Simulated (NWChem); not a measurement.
System: LiCl; SMILES [Cl][Li]

All runs: NWChem. Structure relaxed at the B3LYP/6-31G* (spherical d) level. Level PBE/def2-SVP: energy and gradient on several grids; changes count from the extra-fine grid, which is no exact limit either.

Task: Which is the coarsest grid (fine; coarse; medium; xfine; xcoarse) from which on the energy stays within 50 μHa and each gradient component within 100 μHa/bohr of xfine?

Result: coarse.
```
grid     size of the energy change (μHa)  largest change of a gradient component (μHa/bohr)
-------  -------------------------------  -------------------------------------------------
xcoarse                              200                                               2000
coarse                              < 10                                               < 30
medium                              < 10                                               < 30
fine                                < 10                                               < 30
xfine                               < 10                                               < 30
```
